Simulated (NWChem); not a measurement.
Molecule: GaH2, doublet; SMILES [GaH2]

```xyz
3

Ga     0.0000     0.0000     0.0482
H      1.3824     0.0000    -0.7477
H     -1.3824     0.0000    -0.7477
```
Atoms are numbered in this order, from 1.

In the optimisation the excess spin sits in a1 (C2v, its own frame). Coordinates come from a PBE0/def2-SVP, spin-unrestricted optimisation. The spin multiplicity was typed, not searched, and may not be the lowest. No stability test was run on the SCF state.

Symmetry labels are those of C2v in the frame above (b1 and b2, or b-type labels, depend on it).

### Question
List the 6 lowest vertical excitations from B3LYP/def2-SVPD, spin-unrestricted, TDA (NWChem).

### Answer
```tsv
state	energy (eV)	oscillator strength	symmetry of the excitation	<S²>
state 1	1.83	0.011	b2	0.75
state 2	4.06	0.010	b1	0.78
state 3	4.58	0.085	a1	0.76
state 4	4.63	0.000	a2	2.66
state 5	5.14	0.000	a2	0.84
state 6	5.29	0.026	a1	0.76
```
